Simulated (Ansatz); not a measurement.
Ansatz (a first-principles code) job for BFGeH₄O, SMILES O[B](F)[GeH3], CAM-B3LYP/def2-SVPD. The structure is a stationary point at r2SCAN-D4/def2-SVP. The values are those of a single conformer.

Ansatz 0.2 input:
```yaml
crystal:
  periodic: [false, false, false]
  atoms:
    - {symbol: B, position_ang: [-0.00813545, 1.04779366, -0.00000000]}
    - {symbol: F, position_ang: [-1.17557311, 1.70834679, 0.00000000]}
    - {symbol: Ge, position_ang: [0.01575194, -1.01978598, 0.00000000]}
    - {symbol: H, position_ang: [-0.71684647, -1.57056865, 1.23518738]}
    - {symbol: H, position_ang: [-0.71684647, -1.57056866, -1.23518738]}
    - {symbol: H, position_ang: [1.44548985, -1.57813875, -0.00000000]}
    - {symbol: O, position_ang: [1.14008668, 1.75336485, -0.00000000]}
    - {symbol: H, position_ang: [0.98428265, 2.71141929, 0.00000000]}
basis:
  gaussian:
    orbitals: def2-SVPD
hamiltonian:
  xc: {name: CAM-B3LYP}
```

It prints:

```
WARN ansatz: RAYON_NUM_THREADS=1 ignored (pool sized by the plan → 1); use --threads N
Functional definition: CAM-B3LYP
integrals: 0.08 GiB planned
1219 factors; their error is unknown
integrals: 0.11 GiB planned
464 factors; integrals over basis functions are off by at most 1.9e-5 eV
mean field: 0.77 GiB planned
mean field evaluation 1: about -62012.6351 eV, gradient 5.2e1 eV
mean field evaluation 2: about -62009.9837 eV, gradient 6.6e1 eV
mean field evaluation 4: about -62016.9222 eV, gradient 2.6e0 eV
mean field evaluation 8: about -62016.9319 eV, gradient 3.7e-2 eV
mean field evaluation 16: about -62017.0752 eV, gradient 1.6e-5 eV
mean field -62017.07524802 eV, -2279.0854786814 hartree, gradient 1.6e-5 eV, S^2 0.000000; 0 other end points of the search recorded, 0 dependent functions left out
reference -62017.07538095 eV, -2279.0854835666 hartree; 29, 29 occupied and 107, 107 virtual orbitals, 1219 factors
Total energy: -62017.07538095 eV, -2279.0854835666 hartree
```

The run converged.
